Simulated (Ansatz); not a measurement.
Consider the hydrogenolysis of the Si–O bond: `[SiH3]O[SiH](Br)O[SiH3]` + H₂ → `[SiH3]O[SiH2]Br` + `O[SiH3]`.

Computed with Ansatz on PBE0-D4/def2-TZVP structures; ΔE is electronic, products minus reactants. CCSD(T)/CBS is the MP2 limit (def2-TZVPP, def2-QZVPP) plus CCSD(T) − MP2 in def2-TZVPP, frozen cores. This one scheme is used for every species. DFT in def2-TZVPP. B3LYP here is the variant with VWN-RPA as its local correlation; programs differ in this. For Br outer-core shells are correlated without core-valence functions, which leaves a few kJ/mol of doubt a bond. Scalar relativity is left out up to krypton. Each species was taken in one conformer, which may not be the lowest.

```csv
level,ΔE (kJ/mol)
B3LYP,102.7
SCS-MP2/def2-TZVPP,117.3
CCSD(T)/def2-TZVPP,116.2
MP2/CBS(def2),124.7
```

What does CCSD(T)/CBS give? (Best estimate.)

Computed: +118.9 kJ/mol. The listed levels differ from it by -16.2, -1.6, -2.7, 5.8 kJ/mol.

Largest T1 diagnostic among the species: 0.011.

In def2-TZVPP, CCSD(T) changes the Hartree–Fock value by +10.1 kJ/mol (the triples alone add +3.0 kJ/mol) and MP2 by +15.9 kJ/mol. The D4 term adds +17.8 kJ/mol with B3LYP and +10.3 kJ/mol with PBE0; it sums over pairs of atoms, weighted by their polarisabilities, and B3LYP, whose exchange is more repulsive, gets the larger term.
